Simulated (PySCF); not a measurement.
# Unknown compound

An unknown has the formula C6H10N2Si. Its calculated NMR data are:

¹H NMR (300 MHz, computed): δ 3.14 (m, 1H), 3.10 (m, 1H), 3.03 (m, 1H), 2.79 (s, 3H), 1.71 (m, 1H), 1.58 (m, 1H), 1.44 (m, 1H), 0.44 (br s, 1H).

¹³C{¹H} NMR (computed): δ 125.8 (C), 45.9 (CH), 41.1 (CH3), 21.3 (C), 18.9 (CH2), 9.6 (CH).

One averaged value for each set of equivalent atoms, one conformer, no relativistic terms, no solvent. GFN2-xTB structure; shielding tensors at PBE0/pcSseg-1 (GIAO); PySCF.

Scale: TMS for ¹H (31.72 ppm) and ¹³C (186.93 ppm) (reference shieldings calculated alike).

Which of these isomers gave the spectra?
A. CCc1nnccc1[SiH3]
B. CN[C@@H]1[SiH2][C@]12C[C@@H]2C#N
C. [SiH3]c1ccnn1C1CC1
D. CCc1ccc([SiH3])nn1
E. CN(C)[C@@H]1C=C[Si@H]1C#N
F. C#C[Si@@]1(NC)C=CCN1

Answers

B. 

The formula gives 4 degrees of unsaturation (2 rings in the answer). 6 carbon signals for 6 carbons: no two carbons are equivalent. Carbon types of the structure: 2 × C, 2 × CH, 1 × CH2, 1 × CH3, leaving 3 H on heteroatoms. δC 125.8: nitrile carbon; typical of a nitrile. δC 45.9, 21.3, 18.9, 9.6: three-membered-ring carbon. δC 41.1: methyl carbon bonded to N; deshielded by the electronegative neighbour. δH 3.03, 1.71, 1.58, 1.44: hydrogen on a three-membered-ring carbon. δH 2.79: hydrogen on a methyl carbon bonded to N; its carbon carries N, an electronegative neighbour.

The others: CN(C)[C@@H]1C=C[Si@H]1C#N would give 5 carbon signals, not 6; CCc1ccc([SiH3])nn1 would give 5 signals for carbon-bound and other non-exchanging H, not 7; [SiH3]c1ccnn1C1CC1 would give 5 carbon signals, not 6; C#C[Si@@]1(NC)C=CCN1 would give 6 signals for carbon-bound and other non-exchanging H, not 7; CCc1nnccc1[SiH3] would give 5 signals for carbon-bound and other non-exchanging H, not 7.

OH/NH shifts are gas-phase values; hydrogen bonding in solution moves them, usually downfield. Shifts are as computed. Against solution values, carbons near 30 ppm lie about +3 ppm off and those near 130 ppm about +5 ppm. Of 1211 compounds with measured shifts, 218 miss one by over three times the rms of a fit or turn the order of signals round; such compounds aren't used in these exercises. No couplings were computed; multiplicities are counted from neighbouring protons, with m where these are inequivalent, close in shift, in a saturated or five-membered ring or joined by F or P, and br s for small geminal =CH2 splittings.
